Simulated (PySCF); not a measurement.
## `InChI=1S/C5H9FOSi/c1-5-4-7-2-3-8(5)6/h2-3,5,8H,4H2,1H3/t5-,8-/m1/s1`

Geometry:
```json
{"atom": "C1", "x (Å)": "-1.749", "y (Å)": "0.566", "z (Å)": "-0.500"}
{"atom": "C2", "x (Å)": "-0.860", "y (Å)": "-0.572", "z (Å)": "-0.009"}
{"atom": "C3", "x (Å)": "-0.292", "y (Å)": "-0.254", "z (Å)": "1.376"}
{"atom": "O4", "x (Å)": "0.521", "y (Å)": "0.905", "z (Å)": "1.452"}
{"atom": "C5", "x (Å)": "1.584", "y (Å)": "1.012", "z (Å)": "0.642"}
{"atom": "C6", "x (Å)": "1.877", "y (Å)": "0.287", "z (Å)": "-0.444"}
{"atom": "Si7", "x (Å)": "0.634", "y (Å)": "-0.908", "z (Å)": "-1.142"}
{"atom": "F8", "x (Å)": "1.071", "y (Å)": "-2.457", "z (Å)": "-0.926"}
{"atom": "H9", "x (Å)": "-1.172", "y (Å)": "1.484", "z (Å)": "-0.596"}
{"atom": "H10", "x (Å)": "-2.176", "y (Å)": "0.327", "z (Å)": "-1.471"}
{"atom": "H11", "x (Å)": "-2.564", "y (Å)": "0.748", "z (Å)": "0.199"}
{"atom": "H12", "x (Å)": "-1.473", "y (Å)": "-1.470", "z (Å)": "0.108"}
{"atom": "H13", "x (Å)": "0.298", "y (Å)": "-1.114", "z (Å)": "1.726"}
{"atom": "H14", "x (Å)": "-1.095", "y (Å)": "-0.063", "z (Å)": "2.094"}
{"atom": "H15", "x (Å)": "2.229", "y (Å)": "1.809", "z (Å)": "0.997"}
{"atom": "H16", "x (Å)": "2.800", "y (Å)": "0.516", "z (Å)": "-0.952"}
{"atom": "H17", "x (Å)": "0.360", "y (Å)": "-0.804", "z (Å)": "-2.565"}
```

Method: TDDFT CAM-B3LYP/def2-SVPD circular dichroism and optical rotation, one conformer, gas phase (PySCF 2.14.0). Geometry: GFN2-xTB.

States above about 8.5 eV (minus the energy of the highest occupied orbital) lie near or above the ionisation threshold and depend on the basis.

Stereocentres: C2 R, Si7 S.

Task: What is the specific rotation at 633, 589.3, 546, 436, 405, 365, 355 nm?

Result: [α] in deg dm⁻¹ (g/mL)⁻¹:
| λ (nm) | origin-invariant length gauge | modified velocity gauge | length gauge (centre of mass) | isotropic polarisability (au) |
| --- | --- | --- | --- | --- |
| 633 | -189.8 | -176.2 | -189.5 | 84.9 |
| 589.3 | -223.7 | -207.8 | -223.4 | 85.2 |
| 546 | -267.7 | -248.6 | -267.3 | 85.7 |
| 436 | -470.2 | -437.1 | -469.8 | 87.4 |
| 405 | -574.8 | -534.5 | -574.4 | 88.2 |
| 365 | -778.3 | -724.3 | -778.2 | 89.6 |
| 355 | -848.2 | -789.5 | -848.2 | 90.0 |

Task: And for the mirror image at 589.3 nm?

Result: +223.7 deg dm⁻¹ (g/mL)⁻¹ (origin-invariant length gauge): the same size and the opposite sign.

Task: What is the molar rotation [Φ] = [α]·M/100 of the geometry above at 589.3 nm?

Result: With M = 132.21 g/mol, -295.8 deg cm² dmol⁻¹ (origin-invariant length gauge).

The first excitation lies at 6.15 eV (202 nm) with R = -32.0 × 10⁻⁴⁰ esu² cm² (velocity form).
